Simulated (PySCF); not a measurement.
Structure elucidation problem

The spectra below were simulated for a compound C6H14N2OSi.

1H NMR (400 MHz, computed): δ 6.39 (d, 1H), 5.15 (m, 1H), 4.87 (m, 1H), 3.45 (s, 3H), 3.39 (m, 1H), 3.30 (m, 1H), 0.44 (d, 3H), 0.22 (d, 3H).

13C{1H} NMR (computed): δ 137.5 (CH), 90.1 (CH), 58.9 (CH3), 53.2 (CH2), -1.6 (CH3), -3.4 (CH3).

PySCF 2.14 calculation with geometry from GFN2-xTB and shieldings: GIAO PBE0/pcSseg-1; gas phase, one computed conformer, non-relativistic, equivalent nuclei averaged.

Shifts are taken against calculated references (same method and geometry level): 1H and 13C vs TMS.

**Question.** Propose a structure and justify it.

**Answer.** 
Rings plus π bonds: 2 (1 ring in the answer). 6 carbon signals for 6 carbons: no two carbons are equivalent. Carbon types of the structure: 2 × CH, 1 × CH2, 3 × CH3, leaving 1 H on heteroatoms. δC 137.5: C=N carbon. δC 90.1: sp3 CH bonded to O; pulled downfield by the heteroatom. δC 58.9: methyl carbon bonded to O; deshielded by the electronegative neighbour. δC 53.2: sp3 CH2 bonded to N; deshielded by the electronegative neighbour. δH 3.45: hydrogen on a methyl carbon bonded to O; its carbon carries O, hence the downfield position. δH 3.39, 3.30: hydrogen on an sp3 CH2 bonded to N; its carbon carries N, hence the downfield position. δH 0.44, 0.22: hydrogen on a methyl carbon bonded to Si; an electropositive neighbour shields it, as in TMS itself.

Structure: `InChI=1S/C6H14N2OSi/c1-9-6-4-7-8(5-6)10(2)3/h4,6,10H,5H2,1-3H3/t6-/m1/s1`.

The data come from this structure; uniqueness wasn't tested.

Shifts are as computed. Against solution values, carbons near 30 ppm lie about +3 ppm off and those near 130 ppm about +5 ppm. Of 1211 compounds with measured shifts, 218 miss one by over three times the rms of a fit or turn the order of signals round; such compounds aren't used in these exercises. No couplings were computed; multiplicities are counted from neighbouring protons, with m where these are inequivalent, close in shift, in a saturated or five-membered ring or joined by F or P, and br s for small geminal =CH2 splittings.
